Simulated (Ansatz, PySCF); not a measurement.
C₃H₉N, charge -1, doublet, at the geometry of the source list (a state made from the parent by changing its charge; the spin is typed, not shown lowest) (in this run its highest filled SCF level lies above zero, so its values depend strongly on the basis, on diffuse functions most of all). Base run: MP2/6-311G** in PySCF.

The PySCF input:
```python
from pyscf import gto, scf, mp

mol = gto.M(
    atom='''
C    -0.61420000    1.11590000    0.56410000
C    -0.09010000    0.02020000   -0.36040000
C     1.35060000   -0.34120000   -0.00900000
N    -0.92020000   -1.16670000   -0.18850000
H     0.00310000    2.00670000    0.48570000
H    -0.60020000    0.76100000    1.59070000
H    -1.63700000    1.37810000    0.30330000
H    -0.11220000    0.39990000   -1.40170000
H     1.72360000   -1.11430000   -0.67700000
H     1.39180000   -0.71630000    1.00970000
H     1.99300000    0.53090000   -0.09460000
H    -0.60270000   -1.91270000   -0.79820000
H    -1.88540000   -0.96140000   -0.42410000
''',
    basis='6-311g**',
    charge=-1,
    spin=1,
    verbose=4,
)

mf = scf.UHF(mol)
mf.kernel()

pt = mp.MP2(mf)
pt.kernel()
print('E(MP2) = %.10f' % pt.e_tot)
```

The same geometry, method and basis name were run in Ansatz (a first-principles code) and PySCF, at each program's defaults and at the settings that a row names. The base is PySCF at its defaults. Differences at the defaults can come from grids, fitting, cores and function types together.

```csv
code and settings,ΔE vs base (mEh),basis functions,E (Eh),SCF cycles
"PySCF, defaults (exact integrals, spherical functions, all electrons correlated)",0.000,126,-173.94472,17
"Ansatz, defaults (factorised integrals, spherical functions, frozen core)",75.882,126,-173.86884,-
"PySCF, frozen core",75.875,126,-173.86884,17
"Ansatz, high accuracy, frozen core",75.876,126,-173.86884,-
```

Open shells are given as the SCF converged; they aren't shown to be the lowest states, and a large step between rows can be another state.
